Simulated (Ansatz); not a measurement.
System: GaF$_{2}$, charge 0, doublet. GaF2 (SMILES [Ga]([F])[F], doublet).
B3LYP-D3(BJ)/def2-TZVP minimum from Ansatz (a program for electronic structure):
```
Ga
F 1 1.7703
F 1 1.7703 2 117.20
```
Charge 0, spin multiplicity 2.

Total energies in cc-pVTZ, 17 correlated electrons, 16 frozen orbitals. Open shells are spin-unrestricted; no spin-orbit coupling. Correlated methods leave the cores frozen (noble-gas shells, and filled d and f shells in the p block). No relativity. The spin of F2Ga ([F][Ga][F], doublet) was assumed, and the state is the lowest solution found for it.

```
method    program  energy (Eh)  minus CCSDT(Q) (mEh)
--------  -------  -----------  --------------------
HF         Ansatz  -2122.30338                582.73
MP2        Ansatz  -2122.87159                 14.52
CCSD       Ansatz  -2122.86756                 18.55
CCSD(T)    Ansatz  -2122.88509                  1.03
CCSDT(Q)   Ansatz  -2122.88611                  0.00
```

Rough core times of Ansatz's runs on a shared machine: CCSD(T) under 20 s, CCSDT(Q) 30 min.
